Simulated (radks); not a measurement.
Dispersion coefficients C6 (hartree bohr^6) between ground-configuration atoms and ions, from the Casimir-Polder integral (3/pi) of alpha_A(iw) alpha_B(iw). Calculated with a radial shooting solver on a logarithmic mesh with Libxc functionals: scalar-relativistic Kohn-Sham, LB94 model potential, spin-polarised, spherical densities, finite nucleus; open shells are filled with parallel spins first; Fermi nuclear charge, rms radius of each element as measured or else 0.836 A^(1/3) + 0.57 fm. Response by self-consistent Sternheimer equations with the Hartree and adiabatic LDA kernel, the relativistic mass of each level held fixed and spin-orbit coupling left out.

\begin{tabular}{lrrrrrrr}
C6 & F & F+ & F2+ & F3+ & F4+ & F5+ & F6+ \\ \hline
F & 9.256 &  &  &  &  &  &  \\
F+ & 5.463 & 3.289 &  &  &  &  &  \\
F2+ & 3.735 & 2.257 & 1.552 &  &  &  &  \\
F3+ & 2.752 & 1.657 & 1.139 & 0.8372 &  &  &  \\
F4+ & 2.164 & 1.289 & 0.8845 & 0.6513 & 0.5099 &  &  \\
F5+ & 1.833 & 1.071 & 0.7319 & 0.5407 & 0.4280 & 0.3660 &  \\
F6+ & 1.186 & 0.6746 & 0.4604 & 0.3423 & 0.2748 & 0.2405 & 0.1646 \\
\end{tabular}

Static polarisabilities (bohr^3): F ([He] 2s2 2p5) 3.543, F+ ([He] 2s2 2p4) 1.792, F2+ ([He] 2s2 2p3) 1.235, F3+ ([He] 2s2 2p2) 0.9450, F4+ ([He] 2s2 2p1) 0.8017, F5+ ([He] 2s2) 0.7628, F6+ ([He] 2s1) 0.6359. The combination rule 2 Ca Cb / ((alpha_b/alpha_a) Ca + (alpha_a/alpha_b) Cb) gives 1.139 for F2+-F3+, against 1.139 from the integral.
